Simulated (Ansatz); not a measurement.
Cost and result for the atomization energy of `[SeH][SnH2][SeH]` (7 atoms, 6 bonds).

```xyz
7

Se    2.2013   -0.5833   -0.0205
Sn    0.0134    0.6218    0.3863
Se   -1.5387    0.5413   -1.6109
H     1.5811   -1.8877    0.2461
H    -0.7634   -0.0984    1.7209
H     0.4029    2.2623    0.6113
H    -1.8966   -0.8559   -1.3332
```

The species carries charge 0 and has multiplicity 1. Correlated methods include outer-core shells of Se, Sn, which these sets cover unevenly. Scalar relativity is left out up to krypton. Sn: def2 effective core potential. The structure was optimised at the PBE0-D4/def2-TZVP level. It is one conformer, not always the lowest. Program: Ansatz. All runs use 4 threads of an Arm Neoverse V2 on a shared host. Times are those of one run each, without the atoms' runs, and a repeat can differ threefold. Electronic energies, without spin–orbit coupling; frozen cores. CCSD(T)/CBS adds CCSD(T) − MP2 in def2-TZVPP to the MP2 limit, and its time is that of the two runs behind it. T1 = 0.010. With those shells the extrapolation isn't a true limit. B3LYP takes the VWN-RPA correlation (the form of Gaussian; ORCA's B3LYP/G).

CCSD(T)/CBS is a level of theory with its own doubt, some kJ/mol a heavy atom from the limit and from the frozen cores, so smaller differences don't rank the functionals.

| level | functions | wall time | atomization (kJ/mol) | difference from CCSD(T)/CBS | per bond |
| --- | --- | --- | --- | --- | --- |
| LDA (SPW92)/def2-TZVPP | 202 | 0.9 s | 1936.5 | 230.4 | 38.4 |
| revPBE-D4/def2-TZVPP | 202 | 1.6 s | 1625.5 | -80.6 | -13.4 |
| PBE-D4/def2-TZVPP (with forces) | 202 | 1.9 s | 1671.9 | -34.2 | -5.7 |
| PBE0-D4/def2-TZVPP | 202 | 2.5 s | 1651.7 | -54.4 | -9.1 |
| CAM-B3LYP-D4/def2-TZVPP | 202 | 3.1 s | 1655.9 | -50.2 | -8.4 |
| r2SCAN-D4/def2-TZVPP (with forces) | 202 | 3.5 s | 1676.8 | -29.3 | -4.9 |
| B3LYP-D4/def2-TZVPP (with forces) | 202 | 3.7 s | 1658.7 | -47.4 | -7.9 |
| PBE-QIDH/def2-TZVPP | 202 | 4.4 s | 1640.6 | -65.5 | -10.9 |
| CCSD(T)/def2-SVP | 110 | 7 s | 1525.3 | -180.8 | -30.1 |
| B97M-V/def2-TZVPP | 202 | 7.5 s | 1693.5 | -12.6 | -2.1 |
| MP2/def2-QZVPP | 380 | 14 s | 1649.3 | -56.8 | -9.5 |
| CCSD(T)/def2-TZVPP | 202 | 110 s | 1635.5 | -70.6 | -11.8 |
| CCSD(T)/CBS(def2) | – | 2.1 min | 1706.1 | 0.0 | 0.0 |

From r2SCAN to r2SCAN0 (25 % exact exchange), in def2-TZVPP and without D4, the atomization energy moves by −27.7 kJ/mol: exact exchange takes away binding that semilocal exchange gives to molecules. At CCSD(T), def2-SVP lies −180.8 kJ/mol from the extrapolated value and def2-TZVPP −70.6 kJ/mol: correlation converges slowly with the basis, and small sets miss more of it in the bonded molecule than in its fragments. In def2-TZVPP, CCSD(T) changes the Hartree–Fock value by +517.2 kJ/mol (the triples alone add +32.1 kJ/mol) and MP2 by +489.8 kJ/mol; breaking electron pairs costs correlation energy, which Hartree–Fock lacks.

Spin–orbit coupling would lower the free Sn atoms strongly, and the atomization energy with them, by more than many differences here. For some Ge, Se and Sn compounds the MP2-based and the directly extrapolated limit differ by 10 to 25 kJ/mol.
